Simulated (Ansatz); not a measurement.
`NB(F)[SiH2]Cl` and `[CH3][SnH2][B](N)F` differ in one atom or group.

Ansatz, PBE0-D4/def2-TZVP geometries, multiplicity 1. Each molecule was computed in one conformer, which needn't be the lowest.

Elements past krypton have def2 core potentials.

| property | `NB(F)[SiH2]Cl` |
| --- | --- |
| HOMO energy (PBE0/def2-TZVPP) / eV | -8.25 |
| HOMO–LUMO gap (ωB97M-V/def2-TZVPP) / eV | 11.98 |
| LUMO energy (ωB97M-V/def2-TZVPP) / eV | 1.57 |
| HOMO–LUMO gap (PBE/def2-TZVPP) / eV | 5.60 |
| HOMO energy (B3LYP/def2-TZVPP) / eV | -8.03 |
| HOMO–LUMO gap (PBE0/def2-TZVPP) / eV | 7.85 |

(1) What does the change do to each property? (Estimate.)

Results:

(1) The calculation gave: 
```csv
property,`[CH3][SnH2][B](N)F`,shift
HOMO energy (PBE0/def2-TZVPP) / eV,-7.59,0.66
HOMO–LUMO gap (ωB97M-V/def2-TZVPP) / eV,11.09,-0.89
LUMO energy (ωB97M-V/def2-TZVPP) / eV,1.38,-0.19
HOMO–LUMO gap (PBE/def2-TZVPP) / eV,5.35,-0.25
HOMO energy (B3LYP/def2-TZVPP) / eV,-7.39,0.64
HOMO–LUMO gap (PBE0/def2-TZVPP) / eV,7.38,-0.47
```

With PBE0 the HOMO rises by 0.66 eV and the LUMO rises by 0.19 eV, so the gap narrows by about 0.47 eV. PBE moves the HOMO by 0.51 eV and ωB97M-V by 0.69 eV.

B3LYP here is the variant with VWN-RPA as its local correlation; programs differ in this.
